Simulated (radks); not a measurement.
Neutral ytterbium, configuration [Xe] 4f14 6s2 (the NIST ground configuration). Method: Dirac Kohn-Sham, exchange-only B88, spin-unpolarised, spherical densities, finite nucleus; Fermi nuclear charge, rms radius 5.3108 fm; computed with a radial shooting solver on a logarithmic mesh with Libxc functionals.

X-ray form factor f0, the Fourier transform of the density (f0(0) = 70):

| sin(theta)/lambda (1/angstrom) | f0 (electrons) |
|---|---|
| 0.05 | 68.744 |
| 0.1 | 65.904 |
| 0.15 | 62.618 |
| 0.2 | 59.200 |
| 0.25 | 55.715 |
| 0.3 | 52.267 |
| 0.4 | 45.893 |
| 0.5 | 40.467 |
| 0.6 | 35.906 |
| 0.8 | 28.711 |
| 1 | 23.505 |
| 1.25 | 19.214 |
| 1.5 | 16.552 |
| 2 | 13.058 |
